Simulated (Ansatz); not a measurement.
Species: CNO, charge 0, multiplicity 2. It need not be the lowest isomer of its formula. 
Coordinates optimised at B3LYP-D3(BJ)/def2-TZVP (Ansatz, a program for electronic structure):
SMILES: [N]=C=O
```xyz
3

N      0.0000     0.0000    -1.2622
C      0.0000     0.0000    -0.0406
O      0.0000     0.0000     1.1348
```
Charge 0, spin multiplicity 2.

Property: atomisation energy (electronic, to ground-state atoms), in eV. Cores are frozen in the correlated levels unless marked. UHF or UKS for open shells. Spin-orbit coupling is left out. Non-relativistic. The coupled-cluster limit lacks core correlation, which all-electron functionals hold. CBS marks a two-point X^-3 extrapolation of the correlation energy; Hartree-Fock from the larger set.

| level | program | atomisation energy (eV) |
|---|---|---|
| revPBE/def2-TZVPD | Ansatz | 14.45 |
| B3LYP-D4/def2-TZVPD | Ansatz + dftd4 | 14.05 |
| PBE0-D4/def2-TZVPD | Ansatz + dftd4 | 14.09 |
| RPA@PBE/cc-pVQZ | Ansatz | … |
| CCSD(T)/CBS(cc-pVTZ,cc-pVQZ) | Ansatz | … |

**Question.** Complete the blanks.

**Answer.** 
- RPA@PBE/cc-pVQZ, atomisation energy (eV): 12.83
- CCSD(T)/CBS(cc-pVTZ,cc-pVQZ), atomisation energy (eV): 13.66
